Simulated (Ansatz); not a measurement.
Diatomic ScH, closed-shell singlet (the spin of the measured ground state). No spin–orbit coupling. Sc is treated without relativity.

```json
[
 {"level": "B3LYP/def2-TZVPP", "bond energy D_e (kcal/mol)": "54.37"},
 {"level": "PBE0/def2-TZVPP", "bond energy D_e (kcal/mol)": "50.47"},
 {"level": "BHLYP/def2-TZVPP", "bond energy D_e (kcal/mol)": "47.42"},
 {"level": "CAM-B3LYP/def2-TZVPP", "bond energy D_e (kcal/mol)": "53.15"},
 {"level": "wB97X-V/def2-TZVPP", "bond energy D_e (kcal/mol)": "53.98"},
 {"level": "wB97M-V/def2-TZVPP", "bond energy D_e (kcal/mol)": "53.72"},
 {"level": "CCSD/def2-TZVPP", "bond energy D_e (kcal/mol)": "53.89"},
 {"level": "CCSD/def2-QZVPP", "bond energy D_e (kcal/mol)": "52.85"},
 {"level": "CCSD(T)/def2-TZVPP", "bond energy D_e (kcal/mol)": "55.64"},
 {"level": "CCSD(T)/def2-QZVPP", "bond energy D_e (kcal/mol)": "55.08"},
 {"level": "CCSD(T)/CBS(def2-TZVPP, def2-QZVPP)", "bond energy D_e (kcal/mol)": "55.23"}
]
```

The rows run from 47.42 (BHLYP/def2-TZVPP) to 55.64 kcal/mol (CCSD(T)/def2-TZVPP). From def2-TZVPP to def2-QZVPP CCSD(T) changes by -0.56. The 6 functionals in def2-TZVPP without D3 or D4 span 6.95, from BHLYP to B3LYP.

D_e counts from the fitted minimum to each atom's lowest state at the same level, without counterpoise. The singlet is restricted.

Correlated levels freeze the inner cores; with def2 sets outer-core shells near the valence are correlated too. CBS(a, b) extrapolates the correlation energy as X⁻³ and adds the Hartree–Fock energy of set b.

Doubts at one or more of the structures used: a restricted determinant that unrestricted orbitals would lower (CCSD/def2-TZVPP, CCSD/def2-QZVPP, CCSD(T)/def2-TZVPP, CCSD(T)/def2-QZVPP, CCSD(T)/CBS(def2-TZVPP, def2-QZVPP)).

Run with Ansatz (a first-principles code) with Gaussian orbitals. Each number belongs to the level named beside it.
